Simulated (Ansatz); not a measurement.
CH5FSiTe (`FC([SiH3])[TeH]`), relaxed with RKS PBE-D4/def2-SVP in Ansatz from a rough embedded geometry. The force threshold is 0.03 eV/Å; the program also tests the step.

Charge 0, multiplicity 1. Te takes the def2 core potential.

Start:

```xyz
9

F    -0.471   -0.842    1.814
C    -0.517   -0.597    0.455
Si    1.023    0.322    0.034
Te   -2.157    0.549   -0.096
H    -0.547   -1.566   -0.086
H     1.071    0.570   -1.437
H     2.238   -0.520    0.374
H     1.122    1.553    0.739
H    -1.765    0.530   -1.797
```

```csv
step,energy (eV),largest force (eV/Å),largest move (Å)
1,-18990.9700,2.084,0.000
2,-18991.2389,0.929,0.192
3,-18991.3317,0.555,0.122
4,-18991.3431,0.386,0.025
5,-18991.3492,0.236,0.082
6,-18991.3561,0.120,0.117
7,-18991.3578,0.336,0.196
8,-18991.3773,0.123,0.200
9,-18991.3910,0.065,0.200
10,-18991.3977,0.420,0.196
11,-18991.4046,0.521,0.157
12,-18991.4270,0.078,0.200
13 (rejected),-18991.4126,0.252,0.200
14,-18991.4311,0.068,0.100
15 (rejected),-18991.4284,0.182,0.100
16,-18991.4330,0.021,0.050
17,-18991.4336,0.027,0.049
```

End:

```xyz
9

F    -0.655   -1.012    1.460
C    -0.423   -0.499    0.195
Si    1.294    0.347    0.113
Te   -1.959    0.973   -0.395
H    -0.517   -1.314   -0.557
H     1.660    0.576   -1.326
H     2.317   -0.535    0.774
H     1.225    1.660    0.843
H    -2.942   -0.196   -1.107
```

Hardware: 4 threads of a server CPU on a shared host. Wall time 27 s, peak host memory 0.17 GiB.
